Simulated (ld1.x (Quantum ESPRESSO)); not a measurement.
An all-electron radial function and its pseudo partner (C (Z = 6))

Columns: radius, all-electron u(r) and pseudo u(r) of the 2s shell (level -13.75 eV) of carbon in the configuration [He] 2s2 2p2; PBE, scalar-relativistic, TM scheme, ld1.x (Quantum ESPRESSO) 7.5.

```tsv
r (bohr)	all-electron	pseudo
0.130	0.3496	-0.1040
0.260	0.2252	-0.2087
0.390	-0.0271	-0.3143
0.520	-0.2783	-0.4208
0.650	-0.4846	-0.5262
0.780	-0.6375	-0.6256
0.910	-0.7391	-0.7114
1.040	-0.7967	-0.7745
1.170	-0.8194	-0.8085
1.300	-0.8158	-0.8127
1.430	-0.7934	-0.7931
1.560	-0.7581	-0.7581
1.690	-0.7147	-0.7147
1.820	-0.6666	-0.6666
1.950	-0.6166	-0.6166
2.080	-0.5664	-0.5664
2.210	-0.5174	-0.5174
2.340	-0.4704	-0.4704
2.470	-0.4261	-0.4261
2.600	-0.3847	-0.3847
2.730	-0.3463	-0.3463
2.860	-0.3111	-0.3111
2.990	-0.2788	-0.2788
3.120	-0.2496	-0.2496
3.250	-0.2230	-0.2230
3.380	-0.1990	-0.1990
```

Problem. How many radial nodes do the two functions have?

Solution. The all-electron 2s function has n − l − 1 = 1; the pseudo-wave has 0, since the states of the same l below it are removed with the core.

Problem. At about which radius was the pseudo-wave matched?

Solution. 1.62 bohr. The columns agree to 0.0005 from 1.43 bohr on; several derivatives are matched, so the curves merge somewhat inside the radius.

Problem. Is the pseudo-wave norm-conserving?

Solution. Yes: the TM scheme keeps the norm inside the radius equal to the all-electron one, which fixes the energy derivative of the logarithmic derivative at the level.
